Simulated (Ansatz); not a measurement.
One change: `[SiH3]SC[SiH2]Cl` becomes `CSCS[SiH3]`.

Ansatz, PBE0-D4/def2-TZVP geometries, multiplicity 1. Each molecule was computed in one conformer, which needn't be the lowest.

| property | `[SiH3]SC[SiH2]Cl` |
| --- | --- |
| HOMO energy (B3LYP/def2-TZVPP) / eV | -6.73 |
| HOMO energy (ωB97M-V/def2-TZVPP) / eV | -9.12 |
| size of the dipole moment (ωB97M-V/def2-TZVPP) / D | 1.48 |
| HOMO–LUMO gap (PBE/def2-TZVPP) / eV | 4.74 |
| HOMO–LUMO gap (PBE0/def2-TZVPP) / eV | 6.83 |
| size of the dipole moment (B3LYP/def2-TZVPP) / D | 1.49 |

Problem. Give the same properties after the change, and the shifts. (Estimate.)

Solution. Computed: 
```json
{"property": "HOMO energy (B3LYP/def2-TZVPP) / eV", "`CSCS[SiH3]`": "-6.48", "shift": "0.25"}
{"property": "HOMO energy (ωB97M-V/def2-TZVPP) / eV", "`CSCS[SiH3]`": "-8.88", "shift": "0.24"}
{"property": "size of the dipole moment (ωB97M-V/def2-TZVPP) / D", "`CSCS[SiH3]`": "1.09", "shift": "-0.39"}
{"property": "HOMO–LUMO gap (PBE/def2-TZVPP) / eV", "`CSCS[SiH3]`": "4.48", "shift": "-0.26"}
{"property": "HOMO–LUMO gap (PBE0/def2-TZVPP) / eV", "`CSCS[SiH3]`": "6.60", "shift": "-0.23"}
{"property": "size of the dipole moment (B3LYP/def2-TZVPP) / D", "`CSCS[SiH3]`": "1.12", "shift": "-0.37"}
```

Dipoles are sizes alone; their direction can turn.

B3LYP here is the variant with VWN-RPA as its local correlation; programs differ in this.
